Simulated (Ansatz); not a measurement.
Cost and result for the atomization energy of C2H9FSi2, SMILES `F[SiH2]CC[SiH3]` (14 atoms, 13 bonds).

```xyz
14

F    -0.919   -2.158    0.564
Si   -1.231   -1.288   -0.748
C     0.182   -0.132   -1.112
C     0.352    1.069   -0.174
Si    0.856    0.674    1.597
H    -1.421   -2.242   -1.871
H    -2.488   -0.537   -0.493
H     0.019    0.213   -2.142
H     1.101   -0.731   -1.148
H    -0.572    1.657   -0.134
H     1.116    1.747   -0.573
H     2.051   -0.213    1.601
H     1.197    1.940    2.300
H    -0.243    0.001    2.336
```

The species carries charge 0 and has multiplicity 1. Geometry: relaxed with PBE0-D4/def2-TZVP. It is one conformer, not always the lowest. Program: Ansatz. All runs use 4 threads of an Arm Neoverse V1 on a shared host. Times are those of one run each, without the atoms' runs, and a repeat can differ threefold. Electronic energies, without spin–orbit coupling; frozen cores. CCSD(T)/CBS adds CCSD(T) − MP2 in def2-TZVPP to the MP2 limit, and its time is that of the two runs behind it. T1 = 0.011. B3LYP takes the VWN-RPA correlation (the form of Gaussian; ORCA's B3LYP/G).

CCSD(T)/CBS is a level of theory with its own doubt, some kJ/mol a heavy atom from the limit and from the frozen cores, so smaller differences don't rank the functionals.

```csv
level,functions,wall time
PBE-D4/def2-TZVPP (with forces),303,4 s
PBE0-D4/def2-TZVPP,303,5.5 s
r2SCAN-D4/def2-TZVPP (with forces),303,8 s
B3LYP-D4/def2-TZVPP (with forces),303,8.5 s
B2PLYP/def2-TZVPP,303,9 s
ωB97X-V/def2-TZVPP,303,13 s
ωB97M-V/def2-TZVPP (with forces),303,19 s
MP2/def2-QZVPP,581,39 s
CCSD(T)/def2-TZVPP,303,15 min
CCSD(T)/CBS(def2),–,16 min
```

Q: What atomization energy does each give, and how far from CCSD(T)/CBS? (Estimate.)

A: Ansatz gave: 
| level | atomization (kJ/mol) | difference from CCSD(T)/CBS | per bond |
| --- | --- | --- | --- |
| PBE-D4/def2-TZVPP (with forces) | 4969.7 | -3.3 | -0.3 |
| PBE0-D4/def2-TZVPP | 4935.1 | -37.9 | -2.9 |
| r2SCAN-D4/def2-TZVPP (with forces) | 4962.9 | -10.1 | -0.8 |
| B3LYP-D4/def2-TZVPP (with forces) | 4958.4 | -14.6 | -1.1 |
| B2PLYP/def2-TZVPP | 4905.5 | -67.5 | -5.2 |
| ωB97X-V/def2-TZVPP | 4987.2 | 14.2 | 1.1 |
| ωB97M-V/def2-TZVPP (with forces) | 4974.4 | 1.4 | 0.1 |
| MP2/def2-QZVPP | 4954.7 | -18.3 | -1.4 |
| CCSD(T)/def2-TZVPP | 4856.4 | -116.6 | -9.0 |
| CCSD(T)/CBS(def2) | 4973.0 | 0.0 | 0.0 |

From PBE to PBE0 (25 % exact exchange), in def2-TZVPP and without D4, the atomization energy moves by −30.1 kJ/mol: exact exchange takes away binding that semilocal exchange gives to molecules. The D4 term adds +49.5 kJ/mol with B3LYP and +26.2 kJ/mol with PBE0; it sums over pairs of atoms, weighted by their polarisabilities, and B3LYP, whose exchange is more repulsive, gets the larger term. In def2-TZVPP, CCSD(T) changes the Hartree–Fock value by +1056.8 kJ/mol (the triples alone add +49.0 kJ/mol) and MP2 by +1085.3 kJ/mol; breaking electron pairs costs correlation energy, which Hartree–Fock lacks.
